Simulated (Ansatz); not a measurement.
Geometry optimisation of C3H15Ge2NSi, SMILES `C[N](C)[Ge]([CH3])([SiH3])[GeH3]`.

```yaml
crystal:
  periodic: [false, false, false]
  atoms:
    - {symbol: C, position_ang: [-1.119926, -0.501332, 1.907598]}
    - {symbol: N, position_ang: [-1.098424, 0.255269, 0.671084]}
    - {symbol: C, position_ang: [-2.338425, 0.148604, -0.074803]}
    - {symbol: Ge, position_ang: [0.495970, 0.246686, -0.319506]}
    - {symbol: C, position_ang: [0.310664, 1.636354, -1.708426]}
    - {symbol: Si, position_ang: [2.281051, 0.778407, 1.196992]}
    - {symbol: Ge, position_ang: [0.914127, -1.942594, -1.376663]}
    - {symbol: H, position_ang: [-0.178832, -0.354697, 2.477709]}
    - {symbol: H, position_ang: [-1.955216, -0.150814, 2.557152]}
    - {symbol: H, position_ang: [-1.259070, -1.605841, 1.769866]}
    - {symbol: H, position_ang: [-2.593441, -0.896131, -0.395485]}
    - {symbol: H, position_ang: [-3.190129, 0.511050, 0.546354]}
    - {symbol: H, position_ang: [-2.308085, 0.780635, -0.985489]}
    - {symbol: H, position_ang: [1.291149, 1.813852, -2.191667]}
    - {symbol: H, position_ang: [-0.412247, 1.328431, -2.488591]}
    - {symbol: H, position_ang: [-0.037800, 2.578772, -1.242270]}
    - {symbol: H, position_ang: [2.556603, -0.353345, 2.152261]}
    - {symbol: H, position_ang: [3.530998, 1.024821, 0.390521]}
    - {symbol: H, position_ang: [1.971219, 2.017785, 1.996998]}
    - {symbol: H, position_ang: [-0.243665, -2.344285, -2.335607]}
    - {symbol: H, position_ang: [1.046177, -3.064821, -0.308889]}
    - {symbol: H, position_ang: [2.227704, -1.936907, -2.210538]}
basis:
  gaussian: {orbitals: def2-TZVP}
hamiltonian: {xc: pbe0, dispersion: d4}
relax: {f_tol: 0.005, max_steps: 150}
```

```sh
$ ansatz run in.yaml --threads 4 --pin off --events-out ev --progress --plain --max-ram 66560MiB --backend cuda --devices 0, --max-vram 37GiB
```

Output, abridged:

```
Functional definition: PBE0
mean field -125738.66167093 eV, -4620.8105876806 hartree, gradient 4.2e-5 eV, S^2 0.000000; 0 other end points of the search recorded, 0 dependent functions left out
relax step   1: F+E_penalty+E_count = -125739.20135640 eV  Δ(F+E_penalty+E_count) = +0.000e0 eV  max|allowed force component| = 5.479e-1 eV/Å  Δτ_max = 0.0000 Å  (31 SCF iters, accepted)
mean field -125738.72417440 eV, -4620.8128846408 hartree, gradient 8.3e-6 eV, S^2 0.000000; 0 other end points of the search recorded, 0 dependent functions left out
relax step   2: F+E_penalty+E_count = -125739.27049407 eV  Δ(F+E_penalty+E_count) = -6.914e-2 eV  max|allowed force component| = 1.715e-1 eV/Å  Δτ_max = 0.0586 Å  (33 SCF iters, accepted)
mean field -125738.72918401 eV, -4620.8130687407 hartree, gradient 8.3e-6 eV, S^2 0.000000; 0 other end points of the search recorded, 0 dependent functions left out
relax step   3: F+E_penalty+E_count = -125739.27609158 eV  Δ(F+E_penalty+E_count) = -5.598e-3 eV  max|allowed force component| = 4.236e-2 eV/Å  Δτ_max = 0.0199 Å  (34 SCF iters, accepted)
mean field -125738.72885906 eV, -4620.8130567989 hartree, gradient 8.3e-6 eV, S^2 0.000000; 0 other end points of the search recorded, 0 dependent functions left out
relax step   4: F+E_penalty+E_count = -125739.27629257 eV  Δ(F+E_penalty+E_count) = -2.010e-4 eV  max|allowed force component| = 2.141e-2 eV/Å  Δτ_max = 0.0135 Å  (34 SCF iters, accepted)
mean field -125738.72885302 eV, -4620.8130565770 hartree, gradient 8.4e-6 eV, S^2 0.000000; 0 other end points of the search recorded, 0 dependent functions left out
relax step   5: F+E_penalty+E_count = -125739.27640857 eV  Δ(F+E_penalty+E_count) = -1.160e-4 eV  max|allowed force component| = 2.511e-2 eV/Å  Δτ_max = 0.0328 Å  (33 SCF iters, accepted)
mean field -125738.72890457 eV, -4620.8130584715 hartree, gradient 8.4e-6 eV, S^2 0.000000; 0 other end points of the search recorded, 0 dependent functions left out
relax step   6: F+E_penalty+E_count = -125739.27655181 eV  Δ(F+E_penalty+E_count) = -1.432e-4 eV  max|allowed force component| = 9.507e-3 eV/Å  Δτ_max = 0.0116 Å  (33 SCF iters, accepted)
mean field -125738.72896638 eV, -4620.8130607427 hartree, gradient 8.4e-6 eV, S^2 0.000000; 0 other end points of the search recorded, 0 dependent functions left out
relax step   7: F+E_penalty+E_count = -125739.27665357 eV  Δ(F+E_penalty+E_count) = -1.018e-4 eV  max|allowed force component| = 4.831e-3 eV/Å  Δτ_max = 0.0170 Å  (33 SCF iters, accepted)
mean field -125738.72894227 eV, -4620.8130598569 hartree, gradient 8.4e-6 eV, S^2 0.000000; 0 other end points of the search recorded, 0 dependent functions left out
relax step   8: F+E_penalty+E_count = -125739.27673422 eV  Δ(F+E_penalty+E_count) = -8.064e-5 eV  max|allowed force component| = 8.832e-3 eV/Å  Δτ_max = 0.0306 Å  (33 SCF iters, accepted)
mean field -125738.72890116 eV, -4620.8130583459 hartree, gradient 8.4e-6 eV, S^2 0.000000; 0 other end points of the search recorded, 0 dependent functions left out
relax step   9: F+E_penalty+E_count = -125739.27677687 eV  Δ(F+E_penalty+E_count) = -4.265e-5 eV  max|allowed force component| = 8.564e-3 eV/Å  Δτ_max = 0.0205 Å  (33 SCF iters, accepted)
mean field -125738.72890680 eV, -4620.8130585533 hartree, gradient 8.4e-6 eV, S^2 0.000000; 0 other end points of the search recorded, 0 dependent functions left out
relax step  10: F+E_penalty+E_count = -125739.27680563 eV  Δ(F+E_penalty+E_count) = -2.876e-5 eV  max|allowed force component| = 1.535e-2 eV/Å  Δτ_max = 0.0241 Å  (33 SCF iters, accepted)
mean field -125738.72894315 eV, -4620.8130598891 hartree, gradient 8.4e-6 eV, S^2 0.000000; 0 other end points of the search recorded, 0 dependent functions left out
relax step  11: F+E_penalty+E_count = -125739.27683257 eV  Δ(F+E_penalty+E_count) = -2.694e-5 eV  max|allowed force component| = 1.124e-2 eV/Å  Δτ_max = 0.0103 Å  (34 SCF iters, accepted)
mean field -125738.72897680 eV, -4620.8130611259 hartree, gradient 8.4e-6 eV, S^2 0.000000; 0 other end points of the search recorded, 0 dependent functions left out
relax step  12: F+E_penalty+E_count = -125739.27685449 eV  Δ(F+E_penalty+E_count) = -2.191e-5 eV  max|allowed force component| = 5.232e-3 eV/Å  Δτ_max = 0.0021 Å  (35 SCF iters, accepted)
mean field -125738.72901660 eV, -4620.8130625884 hartree, gradient 8.4e-6 eV, S^2 0.000000; 0 other end points of the search recorded, 0 dependent functions left out
relax step  13: F+E_penalty+E_count = -125739.27686406 eV  Δ(F+E_penalty+E_count) = -9.574e-6 eV  max|allowed force component| = 2.244e-3 eV/Å  Δτ_max = 0.0033 Å  (35 SCF iters, accepted)
mean field -125738.72903076 eV, -4620.8130631087 hartree, gradient 8.4e-6 eV, S^2 0.000000; 0 other end points of the search recorded, 0 dependent functions left out
relax step  14: F+E_penalty+E_count = -125739.27686970 eV  Δ(F+E_penalty+E_count) = -5.636e-6 eV  max|allowed force component| = 2.380e-3 eV/Å  Δτ_max = 0.0096 Å  (34 SCF iters, accepted)
mean field -125738.72905614 eV, -4620.8130640413 hartree, gradient 8.4e-6 eV, S^2 0.000000; 0 other end points of the search recorded, 0 dependent functions left out
relax step  15: F+E_penalty+E_count = -125739.27687223 eV  Δ(F+E_penalty+E_count) = -2.528e-6 eV  max|allowed force component| = 1.860e-3 eV/Å  Δτ_max = 0.0117 Å  (34 SCF iters, accepted)
mean field -125738.72905614 eV, -4620.8130640413 hartree, gradient 8.4e-6 eV, S^2 0.000000; 1 other end points of the search recorded, 0 dependent functions left out
Total energy: -125739.27692031 eV, -4620.8331976782 hartree
Atom 0 at    -1.098231    -0.499859     1.891360 Å, force    -0.000104    -0.001516     0.001860 eV/Å
Atom 1 at    -1.089481     0.284035     0.679545 Å, force    -0.000552     0.001813     0.000191 eV/Å
Atom 2 at    -2.311853     0.122690    -0.072129 Å, force    -0.001787    -0.001030    -0.001577 eV/Å
Atom 3 at     0.484905     0.268163    -0.306007 Å, force     0.000149     0.000664    -0.000982 eV/Å
Atom 4 at     0.305231     1.631375    -1.700431 Å, force     0.001294     0.000918     0.000678 eV/Å
Atom 5 at     2.278979     0.786068     1.181751 Å, force     0.000248    -0.000436     0.000198 eV/Å
Atom 6 at     0.867222    -1.915713    -1.347488 Å, force     0.000661    -0.000839    -0.000638 eV/Å
Atom 7 at    -0.184923    -0.331988     2.468238 Å, force     0.000060     0.000369    -0.000445 eV/Å
Atom 8 at    -1.943990    -0.201233     2.522622 Å, force     0.000104     0.000030    -0.000367 eV/Å
Atom 9 at    -1.188836    -1.585622     1.716085 Å, force    -0.000012     0.000344    -0.000050 eV/Å
Atom 10 at    -2.497733    -0.916757    -0.393894 Å, force     0.000226     0.000553     0.000392 eV/Å
Atom 11 at    -3.168416     0.430618     0.539958 Å, force     0.000404    -0.000081     0.000125 eV/Å
Atom 12 at    -2.304674     0.754255    -0.963050 Å, force     0.000384    -0.000166     0.000676 eV/Å
Atom 13 at     1.264410     1.778893    -2.198933 Å, force    -0.000744    -0.000212    -0.000025 eV/Å
Atom 14 at    -0.428587     1.330806    -2.449254 Å, force    -0.000194    -0.000308     0.000172 eV/Å
Atom 15 at    -0.009127     2.574232    -1.250178 Å, force     0.000142    -0.000878    -0.000578 eV/Å
Atom 16 at     2.534307    -0.330608     2.131289 Å, force     0.000128    -0.000186    -0.000015 eV/Å
Atom 17 at     3.513067     1.003694     0.378294 Å, force    -0.000088     0.000231     0.000069 eV/Å
Atom 18 at     1.992378     2.020071     1.962621 Å, force    -0.000241    -0.000304    -0.000215 eV/Å
Atom 19 at    -0.216740    -2.237295    -2.395104 Å, force    -0.000275     0.000684     0.000199 eV/Å
Atom 20 at     0.861601    -3.046765    -0.302673 Å, force     0.000055     0.000423     0.000302 eV/Å
Atom 21 at     2.230893    -1.949159    -2.064021 Å, force     0.000143    -0.000074     0.000030 eV/Å
Dipole moment:    -0.127823     0.108051    -0.044371 e Å
```

Hardware: 4 threads of an AMD EPYC 7R13 on a shared host and a share of an NVIDIA H100 80 GB. Wall time 81 s, peak host memory 1.1 GiB.
